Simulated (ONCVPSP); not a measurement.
**Ranking ONCV potentials for tantalum (Ta)**

All share these settings but for the change named:

tantalum (Ta), optimised norm-conserving Vanderbilt (ONCV), made with ONCVPSP 4.0.1 (PBEsol, scalar-relativistic). Core [Kr] 4d10 4f14, reference 5s2 5p6 5d3 6s2. Waves: 5s+6s: rc 2.05 bohr, ncon 5, nbas 8, qcut 5.3 1/bohr, 3 projectors, debl 3.5 Ha; 5p: rc 1.80 bohr, ncon 4, nbas 8, qcut 6.1 1/bohr, 2 projectors, debl 1.4 Ha; 5d: rc 2.50 bohr, ncon 4, nbas 9, qcut 5.4 1/bohr, 3 projectors, debl 3.9 Ha. Local part: polynomial inside 1.75 bohr (lpopt 2, dvloc0 -1 Ha). Core correction: Teter function, fcfact 5.75, rcfact 1.7.

In the p channel the program set the typed energies aside and used -1.449, 0.250 Ha.

Cutoff: the first of the cutoffs (Ha) at which the residual kinetic energy of the hardest occupied pseudo-wave falls to 1 and 0.1 mHa per electron; the density cutoff is not measured.

The base gives 12 Ha.

Of 8 variants that were run, those that failed, showed a ghost or another fault, or gave nearly equal values are left out.

A variant can come out equal or close to the base.

Q: Rank these variants from softest to hardest (loose cutoff).
A. s: qcut 3.4; p: qcut 3.9; d: qcut 3.4
B. s: qcut 6.6; p: qcut 7.6; d: qcut 6.7
C. s: qcut 3.9; p: qcut 4.5; d: qcut 4
D. s: qcut 7.8; p: qcut 9; d: qcut 8
E. s: qcut 5.2; p: qcut 6; d: qcut 5.3

A: E (12 Ha), B (17 Ha), C (19 Ha), D (22 Ha), A (43 Ha).
